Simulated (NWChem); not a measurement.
# GeHSI, singlet; SMILES [SH][Ge][I]

```xyz
4

Ge     0.7970    -1.0641     0.0000
I     -0.1091     1.3353     0.0000
S     -1.1924    -2.0870     0.0000
H     -0.6442    -3.3261     0.0000
```
Atoms are numbered in this order, from 1.

Program: NWChem. Low-valent species are run as closed-shell singlets; no triplet was tried in these runs. All runs use the structure optimised with PBE0/def2-SVP. def2 effective core potentials on I; no spin-orbit coupling.

Problem. Predict the results for BHandHLYP/def2-SVP. Quantities: highest occupied level (eV); orbital gap (eV); dipole (D).

Solution. 
```
Quantity                     Value
---------------------------  -----
highest occupied level (eV)  -7.93
orbital gap (eV)              5.95
dipole (D)                    2.66
```
